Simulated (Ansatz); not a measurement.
```json
{"atom": "H", "x (Å)": "0.0040", "y (Å)": "0.0079", "z (Å)": "-1.3437"}
{"atom": "Be", "x (Å)": "0.0069", "y (Å)": "0.0008", "z (Å)": "-0.0073"}
{"atom": "H", "x (Å)": "0.0003", "y (Å)": "-0.0058", "z (Å)": "1.3472"}
```

Basis set: STO-3G (spherical functions). All electrons are correlated. Charge 0, multiplicity 1.

Computed with Ansatz (development build ahead of 0.2.0); each method stands on the lowest determinant of its kind that the runs found. Restricted open shells among the atoms or ions are ROHF, correlated in semicanonical orbitals with singles.

(1) Give the atomization energy at this shape (free ground-state atoms in the same class of orbitals less the molecule, no zero-point energy) of singlet BeH₂ by RHF-MP2, RHF.

## Answers

(1)

```tsv
method	atomization energy
RHF-MP2	171.39 kcal/mol
RHF	171.85 kcal/mol
```

This basis has no polarisation functions and is too small for such energies, which can lie far from measured ones in either direction.
